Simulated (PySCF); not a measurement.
Isomers of CH4BN. Gas-phase values, no solvent. One relaxed conformer stands for each flexible species; it need not be the lowest. Strings in code marks are SMILES.

Quantity: electronic energy of isomers of CH4BN relative to `CB=N`, in eV.

Level 1: PBE-D3(BJ)/def2-TZVP // PBE0-D3(BJ)/def2-TZVP (PySCF)
Level 2: ωB97X-D3(BJ)/def2-TZVP // PBE0-D3(BJ)/def2-TZVP (PySCF)
Level 3: PBE/6-31G* // PBE0-D3(BJ)/def2-TZVP (PySCF)
Level 4: HF/3-21G // PBE0-D3(BJ)/def2-TZVP (PySCF)

```tsv
species	level 1	level 2	level 3	level 4
`[H]/B=C/N`	3.06	3.14	3.10	3.56
`B=NC`	0.70	0.74	0.48	0.86
`[H]/N=C\B`	2.34	2.32	2.19	2.92
`C=BN`	0.84	0.90	0.99	0.84
`BN=C`	0.88	1.01	0.60	1.26
```
